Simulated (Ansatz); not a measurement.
# One arrangement of a pair

The pair of Cu⁺ (SMILES [Cu+], atom 1) and SbH3 (SMILES [SbH3], atoms 2–5), both closed shells, in one local arrangement (a lower one may exist), relaxed at PBE0-D4/def2-TZVP:

```json
{"atom": "Cu1", "x (Å)": "1.6668", "y (Å)": "0.6203", "z (Å)": "-1.6508"}
{"atom": "Sb2", "x (Å)": "-0.0373", "y (Å)": "-0.0139", "z (Å)": "0.0369"}
{"atom": "H3", "x (Å)": "-1.0237", "y (Å)": "1.2232", "z (Å)": "0.5882"}
{"atom": "H4", "x (Å)": "0.5479", "y (Å)": "-0.6615", "z (Å)": "1.4670"}
{"atom": "H5", "x (Å)": "-1.1538", "y (Å)": "-1.1679", "z (Å)": "-0.4414"}
```

Program: Ansatz 0.2.0. Basis: def2-TZVPPD, with def2-QZVPPD for the basis limit. Cores are frozen in the correlated methods. The 3s and 3p shells of Cu and Zn are frozen; filled d shells are correlated. Core potentials replace the inner electrons of the atoms past krypton. The def2 sets are not built for correlating such inner shells, so the correlated values are less sure here. B3LYP uses VWN-RPA correlation. Extrapolation: Hartree–Fock as exp(−7.88 √X), correlation as X^−2.97. Interaction energies count from these two fragments, frozen as in the pair, with the counterpoise correction; negative means bound.

Problem. What is the interaction energy by CCSD(T) at an estimated basis limit (MP2 extrapolated from triple and quadruple zeta, plus CCSD(T) − MP2 in triple zeta)? (To be estimated.)

Solution. The calculation gives: -50.93 kcal/mol. Hartree–Fock alone gives -32.21 kcal/mol at the basis limit. It counts from the two fragments frozen as in the pair.

The same quantity by other methods in triple zeta, and each one's difference from that estimate:
| method | E_int (kcal/mol) | difference |
| --- | --- | --- |
| PBE-D4 | -64.47 | -13.55 |
| revPBE-D4 | -59.90 | -8.97 |
| BLYP-D4 | -62.21 | -11.28 |
| r2SCAN-D4 | -62.48 | -11.56 |
| B97M-V | -61.26 | -10.34 |
| PBE0-D4 | -56.68 | -5.75 |
| B3LYP-D4 | -56.76 | -5.83 |
| HSE06-D4 | -56.54 | -5.61 |
| wB97X-V | -53.72 | -2.80 |
| wB97M-V | -52.92 | -1.99 |
| B2PLYP | -52.79 | -1.87 |
| HF | -32.37 | 18.56 |
| MP2 | -49.00 | 1.92 |
| CCSD | -43.66 | 7.27 |
| CCSD(T) | -46.13 | 4.80 |
Differences are method less estimate.

Problem. Which atoms make the shortest contact between the fragments?

Solution. Cu1 and Sb2, 2.48 Å apart.

Energy to bend the free fragments (PBE0-D4 minima) into their shapes in the pair, CCSD(T)/def2-TZVPPD: SbH3 4.54 kcal/mol. This must be added to the interaction energy to get the binding energy from relaxed fragments.

Basis-set superposition shift (counterpoise-corrected less uncorrected): CCSD(T) 1.84; MP2 1.82; HF 0.25; PBE0-D4 0.30; wB97M-V 0.28 kcal/mol.

The T1 diagnostic stays at or below 0.018.

For scale, one of the runs: CCSD(T)/def2-TZVPPD, 174 basis functions, launched by `ansatz run in.yaml --threads 4 --pin off --events-out ev --progress --plain --max-ram 9574MiB`. Hardware: 4 CPU threads of an Intel Xeon Platinum 8488C, shared host. Wall time 11 s; peak host memory 1.2 GiB.
